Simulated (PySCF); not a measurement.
An equivalent PySCF input for Zn⁺ (zinc, charge +1), [Ar] 3d10 4s1, 2S determinant, with scalar relativity by spin-free X2C-1e:

```python
from pyscf import gto, scf, dft, mp, cc
import basis_set_exchange as bse
mol = gto.M(atom="Zn 0 0 0", charge=1, spin=1, symmetry="D2h",
            basis=gto.basis.parse(bse.get_basis("aug-cc-pVDZ-DK", elements=["Zn"], fmt="nwchem", header=False)),
            nucmod="G")
mf = dft.UKS(mol, xc="LDA,VWN").sfx2c1e()
mf.irrep_nelec = {'Ag': (6, 5), 'B1g': (1, 1), 'B2g': (1, 1), 'B3g': (1, 1), 'B1u': (2, 2), 'B2u': (2, 2), 'B3u': (2, 2)}
mf.kernel()
```

It reaches the same state as the run whose output follows, with an energy that differs only through the grid. The run itself started from symmetry-adapted Hartree-Fock orbitals and held the occupation by maximum overlap, on a logarithmic radial grid, so the iterations belong to that start.

```
SCF conv_tol = 1e-09
number electrons alpha = 15  beta = 14
XC functionals = LDA,VWN
    P. A. M. Dirac.,  Math. Proc. Cambridge Philos. Soc. 26, 376 (1930)
    F. Bloch.,  Z. Phys. 57, 545 (1929)
    S. H. Vosko, L. Wilk, and M. Nusair.,  Can. J. Phys. 58, 1200 (1980)
cycle= 1 E= -1792.5353962553  delta_E= -0.00428  |g|= 0.372  |ddm|= 0.448
cycle= 2 E= -1792.46474961335  delta_E= 0.0706  |g|= 0.807  |ddm|= 0.64
cycle= 3 E= -1792.55650587344  delta_E= -0.0918  |g|= 0.0264  |ddm|= 0.442
cycle= 4 E= -1792.55663889859  delta_E= -0.000133  |g|= 0.00249  |ddm|= 0.0154
cycle= 5 E= -1792.55663985748  delta_E= -9.59e-07  |g|= 1.83e-05  |ddm|= 0.00128
cycle= 6 E= -1792.55663985753  delta_E= -5.55e-11  |g|= 5.9e-07  |ddm|= 1e-05
converged SCF energy = -1792.55663985753  <S^2> = 0.7508392  2S+1 = 2.000839
```
